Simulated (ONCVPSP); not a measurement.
## Tl (Z = 81): one change to an ONCV potential, before and after

- Element: thallium (Tl)
- Generator: ONCVPSP 4.0.1
- Type: optimised norm-conserving Vanderbilt (ONCV)
- Functional: PBEsol
- Relativity: scalar-relativistic
- Frozen core: [Kr] 4d10 4f14
- Valence charge: 21
- Reference configuration: 5s2 5p6 5d10 6s1 (charge +2)
- Partial waves: 5s+6s: rc 1.25 bohr, ncon 4, nbas 7, qcut 9.3 1/bohr, 3 projectors, debl 2.6 Ha; 5p: rc 1.60 bohr, ncon 3, nbas 6, qcut 7.5 1/bohr, 2 projectors, debl 3.1 Ha; 5d: rc 1.20 bohr, ncon 4, nbas 8, qcut 7.6 1/bohr, 1 projector
- Local potential: polynomial inside 1.15 bohr (lpopt 5, dvloc0 1 Ha)
- Core correction: Teter function, fcfact 3.75, rcfact 1.4

In the p channel the program set the typed energies aside and used -3.456, 0.250 Ha.

Change: s: rc 1.84.

Cutoffs: the cutoffs (Ha) at which the residual kinetic energy of the hardest occupied pseudo-wave falls to 1 and 0.1 mHa per electron; they do not see the model core or the augmentation charge, which bear on the density cutoff. Errors are all-electron minus pseudo energies relative to the spin-unpolarised reference configuration.

Problem. How do hardness, ghosts and transferability respond?

Solution. The potential gets softer (36 Ha and 60 Ha → 24 Ha and 60 Ha); of the 4 tests that both files solve, the error grows in 1 and shrinks in 3 by more than 15 % and 0.3 meV (median size 7.8 → 5.9 meV); neither file shows a bound ghost. A larger radius leaves more room for a smooth pseudo-wave, so fewer plane waves are needed.

| quantity | base | changed |
| --- | --- | --- |
| cutoff, loose | 36 Ha | 24 Ha |
| cutoff, tight | 60 Ha | 60 Ha |
| loose cutoff by channel | s 36 Ha, p 17 Ha, d 23 Ha | s 24 Ha, p 17 Ha, d 23 Ha |
| bound ghosts | none | none |
| GHOST(+) flags under 300 eV | none | none |
| error for 5s2 5p6 5d10 6s2 6p1, meV [ΔE -25.99 eV] | +8.2 | +6.3 |
| error for 5s2 5p6 5d10 6s2, meV [ΔE -20.84 eV] | +5.9 | +3.8 |
| error for 5s2 5p6 5d10 6s0, meV [ΔE 30.16 eV] | -11 | -16 |
| error for 5s2 5p6 5d10 6s2 6p0.5, meV [ΔE -24.14 eV] | +7.3 | +5.4 |
| p: phases at 1.62 bohr within 0.05 rad from the reference energy up to (Ha; the scan ends near 5) | to the end of the scan | to the end of the scan |
| d: phases at 1.22 bohr within 0.05 rad from the reference energy up to (Ha; the scan ends near 5) | 5.0 | 5.0 |
| rms error of d²Exc/dni dnj with the model core, mHa | 0.50 | 0.67 |
